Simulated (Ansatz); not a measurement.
Ansatz (a first-principles code) input file for CH8N2OSi2, SMILES [Si@]1(N)(CN[SiH2]1)O, PBE-D3(BJ)/def2-SVP. 

Ansatz 0.2 input:
```yaml
crystal:
  periodic: [false, false, false]
  atoms:
    - {symbol: N, position_ang: [1.89613895, -0.92293903, 0.62645527]}
    - {symbol: Si, position_ang: [0.71203182, 0.11885558, -0.05491066]}
    - {symbol: O, position_ang: [1.54681477, 1.24499069, -0.97386335]}
    - {symbol: C, position_ang: [-0.56139677, 0.94441807, 1.14039439]}
    - {symbol: N, position_ang: [-1.74222381, 0.21490617, 0.65026168]}
    - {symbol: Si, position_ang: [-1.33129465, -0.86694742, -0.66143687]}
    - {symbol: H, position_ang: [1.87843054, -1.91931634, 0.44284708]}
    - {symbol: H, position_ang: [2.83366542, -0.58936988, 0.82909015]}
    - {symbol: H, position_ang: [1.06528704, 2.05141139, -1.19412052]}
    - {symbol: H, position_ang: [-0.64508872, 2.04434475, 1.02201176]}
    - {symbol: H, position_ang: [-0.33399663, 0.74657625, 2.20589141]}
    - {symbol: H, position_ang: [-2.62938215, 0.36432281, 1.12057023]}
    - {symbol: H, position_ang: [-1.59224136, -2.32452697, -0.40903943]}
    - {symbol: H, position_ang: [-1.99053791, -0.57036047, -1.97686355]}
basis:
  gaussian:
    orbitals: def2-SVP
hamiltonian:
  xc: pbe
  dispersion: d3bj
relax: {f_tol: 0.002, max_steps: 200}
```

Program output:

```
WARN ansatz: RAYON_NUM_THREADS=2 ignored (pool sized by the plan → 2); use --threads N
Functional definition: PBE
integrals: 0.08 GiB planned
1501 factors; their error is unknown
mean field: 0.44 GiB planned
mean field evaluation 1: about -21906.9003 eV, gradient 9.7e1 eV
mean field evaluation 2: about -21834.3675 eV, gradient 1.9e2 eV
mean field evaluation 4: about -21925.6418 eV, gradient 1.8e1 eV
mean field evaluation 8: about -21926.3250 eV, gradient 1.6e-1 eV
mean field evaluation 16: about -21926.2164 eV, gradient 2.7e-3 eV
mean field -21926.21636155 eV, -805.7735891638 hartree, gradient 3.6e-5 eV, S^2 0.000000; 0 other end points of the search recorded, 0 dependent functions left out
the calculation of the forces begins
reference -21926.21640366 eV, -805.7735907114 hartree; 32, 32 occupied and 100, 100 virtual orbitals, 1501 factors
relax step   1: F+E_penalty+E_count = -21926.56997935 eV  Δ(F+E_penalty+E_count) = +0.000e0 eV  max|allowed force component| = 4.496e-1 eV/Å  Δτ_max = 0.0000 Å  (30 SCF iters, accepted)
these checks for a lower state are left out or cut short: starts, cluster_reference, orbital_swaps, neighbouring_geometries, increment
integrals: 0.08 GiB planned
1501 factors; their error is unknown
mean field: 0.44 GiB planned
mean field -21926.23222880 eV, -805.7741722745 hartree, gradient 2.1e-5 eV, S^2 0.000000; 0 other end points of the search recorded, 0 dependent functions left out
the calculation of the forces begins
reference -21926.23227107 eV, -805.7741738277 hartree; 32, 32 occupied and 100, 100 virtual orbitals, 1501 factors
relax step   2: F+E_penalty+E_count = -21926.58471216 eV  Δ(F+E_penalty+E_count) = -1.473e-2 eV  max|allowed force component| = 2.207e-1 eV/Å  Δτ_max = 0.0211 Å  (31 SCF iters, accepted)
these checks for a lower state are left out or cut short: starts, cluster_reference, orbital_swaps, neighbouring_geometries, increment
integrals: 0.08 GiB planned
1501 factors; their error is unknown
mean field: 0.44 GiB planned
mean field evaluation 32: about -21926.2360 eV, gradient 2.1e-3 eV
mean field -21926.23596475 eV, -805.7743095680 hartree, gradient 2.2e-5 eV, S^2 0.000000; 0 other end points of the search recorded, 0 dependent functions left out
the calculation of the forces begins
reference -21926.23600709 eV, -805.7743111242 hartree; 32, 32 occupied and 100, 100 virtual orbitals, 1501 factors
relax step   3: F+E_penalty+E_count = -21926.58773758 eV  Δ(F+E_penalty+E_count) = -3.025e-3 eV  max|allowed force component| = 7.070e-2 eV/Å  Δτ_max = 0.0142 Å  (32 SCF iters, accepted)
these checks for a lower state are left out or cut short: starts, cluster_reference, orbital_swaps, neighbouring_geometries, increment
integrals: 0.08 GiB planned
1501 factors; their error is unknown
mean field: 0.44 GiB planned
mean field -21926.23662739 eV, -805.7743339198 hartree, gradient 2.2e-5 eV, S^2 0.000000; 0 other end points of the search recorded, 0 dependent functions left out
the calculation of the forces begins
reference -21926.23666973 eV, -805.7743354757 hartree; 32, 32 occupied and 100, 100 virtual orbitals, 1501 factors
relax step   4: F+E_penalty+E_count = -21926.58844321 eV  Δ(F+E_penalty+E_count) = -7.056e-4 eV  max|allowed force component| = 3.092e-2 eV/Å  Δτ_max = 0.0132 Å  (32 SCF iters, accepted)
these checks for a lower state are left out or cut short: starts, cluster_reference, orbital_swaps, neighbouring_geometries, increment
integrals: 0.08 GiB planned
1501 factors; their error is unknown
mean field: 0.44 GiB planned
mean field -21926.23713506 eV, -805.7743525760 hartree, gradient 2.2e-5 eV, S^2 0.000000; 0 other end points of the search recorded, 0 dependent functions left out
the calculation of the forces begins
reference -21926.23717739 eV, -805.7743541316 hartree; 32, 32 occupied and 100, 100 virtual orbitals, 1501 factors
relax step   5: F+E_penalty+E_count = -21926.58916462 eV  Δ(F+E_penalty+E_count) = -7.214e-4 eV  max|allowed force component| = 3.089e-2 eV/Å  Δτ_max = 0.0161 Å  (31 SCF iters, accepted)
these checks for a lower state are left out or cut short: starts, cluster_reference, orbital_swaps, neighbouring_geometries, increment
integrals: 0.08 GiB planned
1501 factors; their error is unknown
mean field: 0.44 GiB planned
mean field -21926.23715938 eV, -805.7743534700 hartree, gradient 2.0e-5 eV, S^2 0.000000; 0 other end points of the search recorded, 0 dependent functions left out
the calculation of the forces begins
reference -21926.23720171 eV, -805.7743550257 hartree; 32, 32 occupied and 100, 100 virtual orbitals, 1501 factors
[...]
these checks for a lower state are left out or cut short: starts, cluster_reference, orbital_swaps, neighbouring_geometries, increment
integrals: 0.08 GiB planned
1501 factors; their error is unknown
mean field: 0.44 GiB planned
mean field -21926.23874262 eV, -805.7744116531 hartree, gradient 2.2e-5 eV, S^2 0.000000; 0 other end points of the search recorded, 0 dependent functions left out
the calculation of the forces begins
reference -21926.23878493 eV, -805.7744132077 hartree; 32, 32 occupied and 100, 100 virtual orbitals, 1501 factors
relax step  24: F+E_penalty+E_count = -21926.59162527 eV  Δ(F+E_penalty+E_count) = -3.234e-6 eV  max|allowed force component| = 5.851e-3 eV/Å  Δτ_max = 0.0065 Å  (32 SCF iters, accepted)
these checks for a lower state are left out or cut short: starts, cluster_reference, orbital_swaps, neighbouring_geometries, increment
integrals: 0.08 GiB planned
1501 factors; their error is unknown
mean field: 0.44 GiB planned
mean field -21926.23873826 eV, -805.7744114927 hartree, gradient 2.2e-5 eV, S^2 0.000000; 0 other end points of the search recorded, 0 dependent functions left out
the calculation of the forces begins
reference -21926.23878057 eV, -805.7744130475 hartree; 32, 32 occupied and 100, 100 virtual orbitals, 1501 factors
relax step  25: F+E_penalty+E_count = -21926.59162810 eV  Δ(F+E_penalty+E_count) = -2.828e-6 eV  max|allowed force component| = 6.884e-3 eV/Å  Δτ_max = 0.0062 Å  (32 SCF iters, accepted)
these checks for a lower state are left out or cut short: starts, cluster_reference, orbital_swaps, neighbouring_geometries, increment
integrals: 0.08 GiB planned
1501 factors; their error is unknown
mean field: 0.44 GiB planned
mean field evaluation 192: about -21926.2387 eV, gradient 2.1e-3 eV
mean field -21926.23873058 eV, -805.7744112104 hartree, gradient 2.2e-5 eV, S^2 0.000000; 0 other end points of the search recorded, 0 dependent functions left out
the calculation of the forces begins
reference -21926.23877289 eV, -805.7744127654 hartree; 32, 32 occupied and 100, 100 virtual orbitals, 1501 factors
relax step  26: F+E_penalty+E_count = -21926.59163266 eV  Δ(F+E_penalty+E_count) = -4.558e-6 eV  max|allowed force component| = 7.585e-3 eV/Å  Δτ_max = 0.0116 Å  (33 SCF iters, accepted)
these checks for a lower state are left out or cut short: starts, cluster_reference, orbital_swaps, neighbouring_geometries, increment
integrals: 0.08 GiB planned
1501 factors; their error is unknown
mean field: 0.44 GiB planned
mean field -21926.23873129 eV, -805.7744112364 hartree, gradient 2.2e-5 eV, S^2 0.000000; 0 other end points of the search recorded, 0 dependent functions left out
the calculation of the forces begins
reference -21926.23877361 eV, -805.7744127916 hartree; 32, 32 occupied and 100, 100 virtual orbitals, 1501 factors
relax step  27: F+E_penalty+E_count = -21926.59163576 eV  Δ(F+E_penalty+E_count) = -3.098e-6 eV  max|allowed force component| = 6.194e-3 eV/Å  Δτ_max = 0.0092 Å  (32 SCF iters, accepted)
these checks for a lower state are left out or cut short: starts, cluster_reference, orbital_swaps, neighbouring_geometries, increment
integrals: 0.08 GiB planned
1501 factors; their error is unknown
mean field: 0.44 GiB planned
mean field -21926.23872851 eV, -805.7744111342 hartree, gradient 2.2e-5 eV, S^2 0.000000; 0 other end points of the search recorded, 0 dependent functions left out
the calculation of the forces begins
reference -21926.23877083 eV, -805.7744126897 hartree; 32, 32 occupied and 100, 100 virtual orbitals, 1501 factors
relax step  28: F+E_penalty+E_count = -21926.59163773 eV  Δ(F+E_penalty+E_count) = -1.976e-6 eV  max|allowed force component| = 5.924e-3 eV/Å  Δτ_max = 0.0101 Å  (32 SCF iters, accepted)
these checks for a lower state are left out or cut short: starts, cluster_reference, orbital_swaps, neighbouring_geometries, increment
integrals: 0.08 GiB planned
1501 factors; their error is unknown
mean field: 0.44 GiB planned
mean field -21926.23872585 eV, -805.7744110366 hartree, gradient 2.2e-5 eV, S^2 0.000000; 0 other end points of the search recorded, 0 dependent functions left out
the calculation of the forces begins
reference -21926.23876818 eV, -805.7744125922 hartree; 32, 32 occupied and 100, 100 virtual orbitals, 1501 factors
relax step  29: F+E_penalty+E_count = -21926.59163944 eV  Δ(F+E_penalty+E_count) = -1.706e-6 eV  max|allowed force component| = 5.010e-3 eV/Å  Δτ_max = 0.0057 Å  (32 SCF iters, accepted)
these checks for a lower state are left out or cut short: starts, cluster_reference, orbital_swaps, neighbouring_geometries, increment
integrals: 0.08 GiB planned
1501 factors; their error is unknown
mean field: 0.44 GiB planned
mean field -21926.23872300 eV, -805.7744109318 hartree, gradient 1.3e-5 eV, S^2 0.000000; 0 other end points of the search recorded, 0 dependent functions left out
the calculation of the forces begins
reference -21926.23876533 eV, -805.7744124874 hartree; 32, 32 occupied and 100, 100 virtual orbitals, 1501 factors
relax step  30: F+E_penalty+E_count = -21926.59164020 eV  Δ(F+E_penalty+E_count) = -7.655e-7 eV  max|allowed force component| = 3.294e-3 eV/Å  Δτ_max = 0.0031 Å  (23 SCF iters, accepted)
these checks for a lower state are left out or cut short: starts, cluster_reference, orbital_swaps, neighbouring_geometries, increment
integrals: 0.08 GiB planned
1501 factors; their error is unknown
mean field: 0.44 GiB planned
mean field evaluation 224: about -21926.2387 eV, gradient 8.6e-5 eV
mean field -21926.23871457 eV, -805.7744106219 hartree, gradient 1.5e-5 eV, S^2 0.000000; 0 other end points of the search recorded, 0 dependent functions left out
the calculation of the forces begins
reference -21926.23875690 eV, -805.7744121776 hartree; 32, 32 occupied and 100, 100 virtual orbitals, 1501 factors
relax step  31: F+E_penalty+E_count = -21926.59164094 eV  Δ(F+E_penalty+E_count) = -7.355e-7 eV  max|allowed force component| = 7.559e-4 eV/Å  Δτ_max = 0.0034 Å  (23 SCF iters, accepted)
integrals: 0.08 GiB planned
1501 factors; their error is unknown
mean field: 0.44 GiB planned
mean field -21926.23871457 eV, -805.7744106219 hartree, gradient 1.5e-5 eV, S^2 0.000000; 1 other end points of the search recorded, 0 dependent functions left out
the calculation of the forces begins
reference -21926.23875690 eV, -805.7744121776 hartree; 32, 32 occupied and 100, 100 virtual orbitals, 1501 factors
Total energy: -21926.59168327 eV, -805.7873819826 hartree
Atom 0 at     1.806709    -0.966521     0.710075 Å, force     0.000515    -0.000756    -0.000487 eV/Å
Atom 1 at     0.708347     0.129503    -0.066487 Å, force     0.000541     0.000535    -0.000554 eV/Å
Atom 2 at     1.593004     1.212420    -1.018109 Å, force    -0.000642    -0.000203     0.000549 eV/Å
Atom 3 at    -0.545220     0.949009     1.156064 Å, force     0.000236    -0.000049    -0.000035 eV/Å
Atom 4 at    -1.716952     0.182407     0.706500 Å, force    -0.000298     0.000146     0.000030 eV/Å
Atom 5 at    -1.342730    -0.840433    -0.675405 Å, force     0.000604    -0.000424    -0.000055 eV/Å
Atom 6 at     2.088780    -1.794993     0.179530 Å, force    -0.000263     0.000345     0.000284 eV/Å
Atom 7 at     2.623317    -0.572927     1.189016 Å, force    -0.000244     0.000168     0.000088 eV/Å
Atom 8 at     1.063046     1.920761    -1.425923 Å, force     0.000299     0.000031    -0.000161 eV/Å
Atom 9 at    -0.648551     2.053589     1.020947 Å, force    -0.000305     0.000130     0.000015 eV/Å
Atom 10 at    -0.279064     0.769261     2.224682 Å, force     0.000015    -0.000107    -0.000018 eV/Å
Atom 11 at    -2.592346     0.283703     1.225681 Å, force    -0.000095    -0.000001    -0.000053 eV/Å
Atom 12 at    -1.616158    -2.318311    -0.486333 Å, force    -0.000329    -0.000049     0.000212 eV/Å
Atom 13 at    -2.035975    -0.471102    -1.972949 Å, force    -0.000035     0.000234     0.000185 eV/Å
Dipole moment:     0.087582     0.163755     0.093550 e Å
```

Self-consistency was reached.

Cost: roughly 110 core-seconds.
